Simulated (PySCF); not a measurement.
PySCF input file for Be(OH)(NMe2) (C2H7BeNO), SMILES C[N]([Be][OH])C, PBE0-D3(BJ)/def2-SVP. Coordinates come from a PBE0-D3(BJ)/def2-SVP optimisation. The structure was generated by enumeration; whether it is a known compound was not checked. Other conformers were not sampled.

```python
import numpy as np
from pyscf import gto, scf, dft, df
from pyscf.hessian import thermo

mol = gto.M(
    atom='''
    Be   -1.04701770   -0.04015333    0.00000000
    O    -2.46923728   -0.07652167    0.00000000
    H    -3.11679745    0.62659646    0.00000000
    N     0.45697907   -0.01689669    0.00000000
    C     1.25025017    0.01209367    1.20077814
    C     1.25025016    0.01209367   -1.20077815
    H     1.87451556    0.92677598    1.26859604
    H     1.94230917   -0.85219679    1.26523477
    H     0.61163082   -0.01490769    2.09829120
    H     1.94230916   -0.85219679   -1.26523477
    H     1.87451556    0.92677598   -1.26859604
    H     0.61163082   -0.01490769   -2.09829121
    ''',
    basis='def2-SVP',
    charge=0,
    spin=0,
    max_memory=1600,
    verbose=3,
)
mf = dft.RKS(mol, xc='pbe0').density_fit(auxbasis='def2-universal-jkfit')
mf.disp = 'd3bj'
mf.grids.level = 3
mf.conv_tol = 1e-11
mf.max_cycle = 100
mf.kernel()

# [left out here: the lines that compute and print the analytic Hessian (its translational invariance restored by hand, since the grid's response is missing), thermochemistry and intensities]
```

Output:

```
[...]
       0  Be                -0.00 -0.00  0.00   -0.00 -0.00  0.00    0.00 -0.00 -0.01
       1   O                -0.00  0.00 -0.00    0.00  0.00  0.00   -0.00  0.00  0.00
       2   H                 0.00 -0.00  0.01   -0.00 -0.00 -0.00   -0.00 -0.00  0.00
       3   N                -0.00 -0.00  0.00    0.00 -0.09 -0.00    0.00 -0.00  0.21
       4   C                -0.00  0.09  0.00   -0.00  0.09 -0.00   -0.05 -0.00 -0.11
       5   C                 0.00 -0.09  0.00   -0.00  0.09  0.00    0.05  0.00 -0.11
       6   H                 0.28 -0.12  0.29    0.27 -0.12  0.26   -0.07  0.01 -0.00
       7   H                -0.27 -0.14 -0.30   -0.26 -0.14 -0.25   -0.06 -0.02 -0.00
       8   H                 0.01 -0.21  0.00    0.00 -0.18 -0.01   -0.11 -0.00 -0.15
       9   H                 0.27  0.14 -0.30   -0.26 -0.14  0.25    0.06  0.02 -0.00
      10   H                -0.28  0.12  0.29    0.27 -0.12 -0.26    0.07 -0.01 -0.00
      11   H                -0.01  0.21  0.00    0.00 -0.18  0.01    0.11  0.00 -0.15
Mode                                15                  16                  17
Irrep
Freq [cm^-1]                     1260.8037           1429.9595           1446.4722
Reduced mass [au]                   2.2512              1.1623              1.0354
Force const [Dyne/A]                2.1084              1.4003              1.2763
Char temp [K]                    1814.0159           2057.3933           2081.1514
Normal mode                   x     y     z       x     y     z       x     y     z
       0  Be                 0.12 -0.00  0.00    0.00 -0.00  0.00    0.00 -0.00 -0.00
       1   O                -0.06  0.00 -0.00   -0.00 -0.00 -0.00   -0.00  0.00  0.00
       2   H                -0.08 -0.01  0.00   -0.00 -0.00  0.00   -0.00 -0.00 -0.00
       3   N                 0.12  0.00 -0.00   -0.00 -0.00  0.01    0.00 -0.00  0.00
       4   C                -0.09 -0.00  0.02    0.04  0.00  0.07   -0.00  0.03 -0.00
       5   C                -0.09 -0.00 -0.02   -0.04 -0.00  0.07    0.00 -0.03 -0.00
       6   H                 0.04 -0.06 -0.25   -0.11  0.11 -0.33    0.10 -0.03 -0.33
       7   H                 0.03  0.07 -0.26   -0.10 -0.12 -0.32   -0.09 -0.03  0.34
       8   H                 0.14  0.00  0.19   -0.34 -0.02 -0.21    0.02 -0.48  0.00
       9   H                 0.03  0.07  0.26    0.10  0.12 -0.32    0.09  0.03  0.34
      10   H                 0.04 -0.06  0.25    0.11 -0.11 -0.33   -0.10  0.03 -0.33
      11   H                 0.14  0.00 -0.19    0.34  0.02 -0.21   -0.02  0.48  0.00
Mode                                18                  19                  20
Irrep
Freq [cm^-1]                     1452.2792           1458.0412           1481.1474
Reduced mass [au]                   1.0396              1.2512              1.0434
Force const [Dyne/A]                1.2919              1.5671              1.3487
Char temp [K]                    2089.5064           2097.7967           2131.0413
Normal mode                   x     y     z       x     y     z       x     y     z
       0  Be                 0.00  0.00  0.00   -0.02  0.00  0.00    0.00 -0.00 -0.00
       1   O                 0.00 -0.00  0.00    0.01 -0.00  0.00   -0.00  0.00 -0.00
       2   H                -0.00 -0.00  0.00    0.01  0.01  0.00   -0.00 -0.00 -0.00
       3   N                -0.00  0.02  0.00    0.02  0.00  0.00    0.00 -0.00 -0.01
       4   C                 0.00  0.03  0.00   -0.05 -0.00 -0.07    0.04  0.00 -0.02
       5   C                 0.00  0.03 -0.00   -0.05 -0.00  0.07   -0.04 -0.00 -0.02
       6   H                 0.09 -0.02 -0.34    0.10 -0.12  0.29   -0.37  0.25  0.06
       7   H                -0.09 -0.03  0.32    0.08  0.12  0.31   -0.35 -0.28  0.06
       8   H                 0.00 -0.49 -0.01    0.34 -0.01  0.22    0.22  0.00  0.13
       9   H                -0.09 -0.03 -0.32    0.08  0.12 -0.31    0.35  0.28  0.06
      10   H                 0.09 -0.02  0.34    0.10 -0.12 -0.29    0.37 -0.25  0.06
      11   H                 0.00 -0.49  0.01    0.34 -0.01 -0.22   -0.22 -0.00  0.13
Mode                                21                  22                  23
Irrep
Freq [cm^-1]                     1485.2681           1614.9294           2971.3630
Reduced mass [au]                   1.1236              4.8091              1.0381
Force const [Dyne/A]                1.4604              7.3896              5.4003
Char temp [K]                    2136.9701           2323.5238           4275.1298
Normal mode                   x     y     z       x     y     z       x     y     z
       0  Be                 0.09 -0.00  0.00   -0.25  0.00 -0.00   -0.00 -0.00 -0.00
       1   O                -0.03  0.00  0.00    0.07 -0.00 -0.00    0.00  0.00  0.00
       2   H                -0.04 -0.01  0.00    0.09  0.01 -0.00    0.00 -0.00 -0.00
       3   N                -0.00  0.00  0.00    0.13  0.00  0.00    0.00  0.00 -0.00
       4   C                 0.03  0.00 -0.02   -0.01 -0.00  0.00   -0.03 -0.00 -0.02
       5   C                 0.03  0.00  0.02   -0.01 -0.00 -0.00    0.03  0.00 -0.02
       6   H                -0.35  0.24  0.05   -0.11  0.08 -0.08    0.26  0.41  0.02
       7   H                -0.34 -0.27  0.05   -0.11 -0.09 -0.08    0.27 -0.36  0.02
       8   H                 0.23  0.00  0.14    0.06  0.00  0.05   -0.13 -0.01  0.18
       9   H                -0.34 -0.27 -0.05   -0.11 -0.09  0.08   -0.27  0.36  0.02
      10   H                -0.35  0.24 -0.05   -0.11  0.08  0.08   -0.26 -0.41  0.02
      11   H                 0.23  0.00 -0.14    0.06  0.00 -0.05    0.13  0.01  0.18
Mode                                24                  25                  26
Irrep
Freq [cm^-1]                     2978.0518           3024.6910           3034.9874
Reduced mass [au]                   1.0394              1.1024              1.1052
Force const [Dyne/A]                5.4314              5.9425              5.9980
Char temp [K]                    4284.7535           4351.8569           4366.6711
Normal mode                   x     y     z       x     y     z       x     y     z
       0  Be                -0.00 -0.00  0.00   -0.00 -0.00  0.00   -0.00 -0.00  0.00
       1   O                 0.00  0.00  0.00    0.00  0.00  0.00   -0.00  0.00 -0.00
       2   H                 0.00 -0.00  0.00   -0.00 -0.00  0.00    0.00 -0.00 -0.00
       3   N                 0.00  0.00  0.00    0.00  0.00 -0.00    0.00  0.00  0.00
       4   C                 0.03  0.00  0.02    0.00 -0.06  0.00    0.00 -0.06  0.00
       5   C                 0.03  0.00 -0.02    0.00 -0.06 -0.00   -0.00  0.06  0.00
       6   H                -0.27 -0.41 -0.03    0.26  0.37  0.02    0.26  0.38  0.01
       7   H                -0.26  0.35 -0.02   -0.31  0.38 -0.02   -0.31  0.38 -0.01
       8   H                 0.13  0.01 -0.18    0.01 -0.01 -0.01    0.01 -0.01 -0.01
       9   H                -0.26  0.35  0.02   -0.31  0.38  0.02    0.31 -0.38 -0.01
      10   H                -0.27 -0.41  0.03    0.26  0.37 -0.02   -0.26 -0.38  0.01
      11   H                 0.13  0.01  0.18    0.01 -0.01  0.01   -0.01  0.01 -0.01
Mode                                27                  28                  29
Irrep
Freq [cm^-1]                     3117.5247           3118.2645           4028.8980
Reduced mass [au]                   1.0994              1.0990              1.0687
Force const [Dyne/A]                6.2953              6.2961             10.2209
Char temp [K]                    4485.4240           4486.4883           5796.6873
Normal mode                   x     y     z       x     y     z       x     y     z
       0  Be                 0.00  0.00  0.00   -0.00 -0.00  0.00    0.00  0.00  0.00
       1   O                -0.00 -0.00 -0.00    0.00  0.00 -0.00   -0.04  0.04  0.00
       2   H                -0.00  0.00  0.00    0.00 -0.00  0.00    0.67 -0.70 -0.00
       3   N                -0.00 -0.00 -0.00    0.00  0.00 -0.00    0.00 -0.00  0.00
       4   C                -0.04 -0.00  0.04    0.04  0.00 -0.04   -0.00 -0.00 -0.00
       5   C                 0.04  0.00  0.04    0.04  0.00  0.04   -0.00 -0.00  0.00
       6   H                 0.07  0.12  0.01   -0.07 -0.12 -0.01    0.00  0.00  0.00
       7   H                 0.08 -0.12  0.01   -0.08  0.12 -0.01    0.00 -0.00  0.00
       8   H                 0.38  0.02 -0.52   -0.38 -0.02  0.52   -0.00 -0.00 -0.00
       9   H                -0.08  0.12  0.01   -0.08  0.12  0.01    0.00 -0.00 -0.00
      10   H                -0.07 -0.12  0.01   -0.07 -0.12  0.01    0.00  0.00 -0.00
      11   H                -0.38 -0.02 -0.52   -0.38 -0.02 -0.52   -0.00 -0.00  0.00
temperature 298.1500 [K]
pressure 101325.00 [Pa]
Rotational constants [GHz] 9.41731 2.86834 2.27141
Symmetry number 1
Zero-point energy (ZPE) 0.09781 [Eh]   256811.552 [J/mol]
                           tot       elec      trans        rot        vib
Entropy [J/mol/K]       334.029      0.000    161.749    109.048     63.232
Cv [J/mol/K]             99.161      0.000     12.472     12.472     74.218
Cp [J/mol/K]            107.475      0.000     20.786     12.472     74.218
Internal energy [J/mol]                      3718.434   3718.434 267894.233
Internal energy [Eh]   -224.68779  -224.79266
Enthalpy [J/mol]                             6197.391   3718.434 267894.233
Enthalpy [Eh]          -224.68685
Gibbs free energy [J/mol]                  -42028.033 -28794.282 249041.704
Gibbs free energy [Eh] -224.72478
static polarisability / bohr^3: [[56.606 -0.542 -0.   ]
 [-0.539 37.192 -0.   ]
 [-0.    -0.    42.686]]
largest difference of analytic and finite-field dipole derivatives / e: 0.0014269598360059366
mode   freq/cm-1   IR/(km/mol)   Raman/(A^4/amu)   depolarisation
   1      120.35         0.099             0.411            0.750
   2      152.13         4.058             0.304            0.719
   3      239.32         0.605             0.603            0.750
   4      261.69         7.507             0.339            0.740
   5      296.48       124.399             0.771            0.750
   6      349.13         0.595             2.009            0.502
   7      360.16        79.577             1.851            0.747
   8      475.33        70.882             0.053            0.750
   9      510.13       240.799             5.046            0.516
  10      620.13         1.995             9.136            0.071
  11     1022.83        19.097             5.613            0.648
  12     1091.29         1.520             1.926            0.750
  13     1107.84         0.002             2.308            0.750
  14     1168.93         1.459             0.078            0.727
  15     1257.11        86.262             0.013            0.750
  16     1260.80        13.282             2.358            0.169
  17     1429.96         5.867            17.767            0.750
  18     1446.47         0.000            40.728            0.750
  19     1452.28        10.774             0.064            0.655
  20     1458.04        34.736             6.947            0.609
  21     1481.15        17.479             2.944            0.750
  22     1485.27        34.059            35.160            0.674
  23     1614.93       423.595             5.245            0.234
  24     2971.36        73.396            19.863            0.750
  25     2978.05       117.005           309.520            0.007
  26     3024.69       114.547           240.923            0.745
  27     3034.99         0.094            28.836            0.750
  28     3117.52        23.284            59.674            0.750
  29     3118.26        31.670            88.740            0.581
  30     4028.90       153.390           103.563            0.238
max |gradient| / (hartree/bohr): 1.4355484227226777e-05
APT charges: [ 1.0284 -0.9324  0.3674 -0.9376  0.4086  0.4086 -0.0772 -0.0738 -0.0205
 -0.0738 -0.0772 -0.0205]
```

The calculation finished and met its thresholds.

Cost: very roughly 2.6 core-minutes.
